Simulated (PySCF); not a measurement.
**Bonding in `C#CPC1CCCCC1`**

Species: C8H13P.
SMILES with atom numbers: `[CH:1]#[C:2][PH:3][CH:4]1[CH2:5][CH2:6][CH2:7][CH2:8][CH2:9]1` (hydrogens: H10 on C1; H11 on P3; H12 on C4; H13, H14 on C5; H15, H16 on C6; H17, H18 on C7; H19, H20 on C8; H21, H22 on C9)

Cartesian coordinates in Å at the GFN2-xTB level; atoms count from 1:
```
atom  x, y, z in Å
C1     3.4696   -1.0268    0.4071
C2     2.8807   -0.1621   -0.1867
P3     2.1097    1.0309   -1.2350
C4     0.3295    0.7593   -0.7072
C5     0.1258    0.8614    0.8023
C6    -1.3407    0.6322    1.1590
C7    -1.8091   -0.7271    0.6489
C8    -1.6164   -0.8214   -0.8616
C9    -0.1521   -0.5952   -1.2262
H10    3.9638   -1.7616    0.9734
H11    2.3399    2.1019   -0.3523
H12   -0.2504    1.5522   -1.2014
H13    0.7435    0.1089    1.2995
H14    0.4435    1.8455    1.1593
H15   -1.9524    1.4179    0.7083
H16   -1.4673    0.6899    2.2424
H17   -1.2314   -1.5152    1.1374
H18   -2.8612   -0.8763    0.9002
H19   -2.2335   -0.0650   -1.3531
H20   -1.9387   -1.8012   -1.2200
H21   -0.0244   -0.6441   -2.3115
H22    0.4612   -1.3855   -0.7833
```

Bond orders from the PBE0/pcSseg-1 density (PySCF). Isolated species at its GFN2-xTB geometry (one conformer only).

Question: Where do the orders between heavy atoms depart from those drawn in the SMILES?

Answer: The largest departure is 0.373, at C1–C2 (drawn triple, 2.627). Drawn double or triple, more than 0.30 short of the drawn order: C1–C2 (2.627).

Question: Give the Mayer order of every bond between heavy atoms, beside its length.

Answer: 
```tsv
bond	drawn as	length (Å)	Mayer order
C1–C2	triple	1.203	2.627
C2–P3	single	1.765	0.898
P3–C4	single	1.877	0.980
C4–C5	single	1.527	0.980
C5–C6	single	1.527	1.041
C6–C7	single	1.526	1.040
C7–C8	single	1.526	1.040
C8–C9	single	1.526	1.042
C9–C4	single	1.528	0.981
```

Bonds between the same two heavy elements. C–C: lowest C4–C5 and C9–C4 (0.980, 1.527 Å), highest C1–C2 (2.627, 1.203 Å). C–P: lowest C2–P3 (0.898, 1.765 Å), highest P3–C4 (0.980, 1.877 Å); in 1 of the 1 pairs the longer bond (by over 0.003 Å) has the higher order (by 0.02 or more). Bonds named together lie within 0.004.

Question: And the bonds to hydrogen?

Answer: C–H: 0.93 to 1.11 (12 bonds); H–P: 0.94 (1 bond).

Question: Sum the orders of all bonds at each heavy atom with more than one neighbour and set the sums beside the valence in the SMILES.

Answer: C1 3.738 (drawn 4), C2 3.525 (drawn 4), P3 2.817 (drawn 3), C4 3.870 (drawn 4), C5 3.904 (drawn 4), C6 3.980 (drawn 4), C7 3.979 (drawn 4), C8 3.982 (drawn 4), C9 3.905 (drawn 4). Orders between atoms that aren't bonded are not in these sums.

For a closed shell the Mayer order of atoms A and B is Σ (PS)μν (PS)νμ over the basis functions μ on A and ν on B, with P the density and S the overlap matrix.

These values come from a run that also computed NMR shieldings. Hardware: Intel Xeon 6975P-C, one thread (shared host). Cost: 64 s wall (with the writing of density and orbital grids), 1.0 GiB resident at most.
